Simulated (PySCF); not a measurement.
C2H6Mg.

```xyz
9

Mg    -0.0934    -1.4424     0.0000
H     -0.6925    -3.0455     0.0000
C      0.6388     0.5358     0.0000
C     -0.4181     1.6575     0.0000
H      1.2982     0.6645    -0.8699
H      1.2982     0.6645     0.8699
H     -1.0690     1.6038     0.8790
H     -1.0690     1.6038    -0.8790
H      0.0312     2.6584     0.0000
```
Charge 0, spin multiplicity 1.

Coordinates come from a TPSSh-D3(BJ)/def2-TZVP optimisation.

Computed with B3LYP/pcSseg-2 run with PySCF. Non-relativistic, no solvent.

**Question.** Give the absolute GIAO shielding of each atom: isotropic value and principal components (ppm). (The exact figures need the calculation; the answer reports its results.)

**Answer.** 
```json
[
 {"atom": "Mg1", "σ(iso)": "419.0", "σ11": "264.4", "σ22": "286.4", "σ33": "706.2", "span": "441.8"},
 {"atom": "H2", "σ(iso)": "26.6", "σ11": "23.8", "σ22": "24.0", "σ33": "32.1", "span": "8.2"},
 {"atom": "C3", "σ(iso)": "177.4", "σ11": "167.8", "σ22": "172.9", "σ33": "191.7", "span": "24.0"},
 {"atom": "C4", "σ(iso)": "166.2", "σ11": "157.9", "σ22": "158.4", "σ33": "182.3", "span": "24.4"},
 {"atom": "H5", "σ(iso)": "31.5", "σ11": "27.5", "σ22": "30.3", "σ33": "36.7", "span": "9.2"},
 {"atom": "H6", "σ(iso)": "31.5", "σ11": "27.5", "σ22": "30.3", "σ33": "36.7", "span": "9.2"},
 {"atom": "H7", "σ(iso)": "30.5", "σ11": "26.4", "σ22": "29.0", "σ33": "36.0", "span": "9.7"},
 {"atom": "H8", "σ(iso)": "30.5", "σ11": "26.4", "σ22": "29.0", "σ33": "36.0", "span": "9.7"},
 {"atom": "H9", "σ(iso)": "30.0", "σ11": "25.1", "σ22": "27.9", "σ33": "36.9", "span": "11.8"}
]
```
